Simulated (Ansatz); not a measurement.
Consider the isomerisation: `CB[SiH2][SiH2]F` → `B[Si](C)(F)[SiH3]`.

Calculated with Ansatz (gas phase, PBE0-D4/def2-TZVP geometries, no zero-point term in ΔE). CCSD(T)/CBS is the MP2 limit (def2-TZVPP, def2-QZVPP) plus CCSD(T) − MP2 in def2-TZVPP, frozen cores. DFT in def2-TZVPP. B3LYP here is the variant with VWN-RPA as its local correlation; programs differ in this. Each species was taken in one conformer, which may not be the lowest.

`CB[SiH2][SiH2]F`:

Cartesian coordinates in Å:
```
C 1.788 -1.197 0.432
B 0.276 -1.335 0.109
Si -0.708 -0.062 -1.096
Si -1.297 1.748 0.280
F -2.062 2.882 -0.563
H 1.817 -0.703 1.418
H 2.377 -0.585 -0.251
H 2.282 -2.160 0.591
H -0.360 -2.167 0.696
H -1.963 -0.612 -1.680
H 0.138 0.488 -2.194
H -2.201 1.327 1.383
H -0.086 2.376 0.874
```

`B[Si](C)(F)[SiH3]`:

Z-matrix (Å, degrees):
```
Si
C 1 1.870
F 1 1.616 2 107.5
B 1 1.990 2 114.7 3 126.4
Si 1 2.364 2 109.7 3 -116.3
H 2 1.092 1 110.8 3 58.0
H 2 1.093 1 110.0 3 178.0
H 2 1.093 1 111.0 3 -62.3
H 4 1.195 1 123.6 2 -135.5
H 4 1.198 1 118.6 2 50.1
H 5 1.489 1 109.8 2 61.9
H 5 1.489 1 109.4 2 -57.2
H 5 1.488 1 111.9 2 -177.3
```

```
             level  ΔE (kJ/mol)  difference from CCSD(T)/CBS
            PBE-D4         12.2                          3.3
         r2SCAN-D4         10.8                          1.9
          B3LYP-D4          8.9                          0.0
           ωB97X-V          8.8                         -0.1
           ωB97M-V          9.0                          0.1
               PBE         14.0                          5.1
            r2SCAN         11.2                          2.3
              PBE0         12.9                          4.0
             B3LYP         11.9                          3.0
     HF/def2-TZVPP          8.4                         -0.5
    MP2/def2-TZVPP          9.1                          0.2
CCSD(T)/def2-TZVPP          8.8                         -0.1
    MP2/def2-QZVPP          9.2                          0.3
SCS-MP2/def2-QZVPP          8.8                         -0.1
      HF/CBS(def2)          8.7                         -0.2
    CCSD/CBS(def2)          8.8                         -0.1
       CCSD(T)/CBS          8.9                            0
```

Largest T1 diagnostic among the species: 0.013.

CCSD(T)/CBS has its own doubt, a few kJ/mol and more with outer-core shells, so smaller differences from it don't rank the levels.
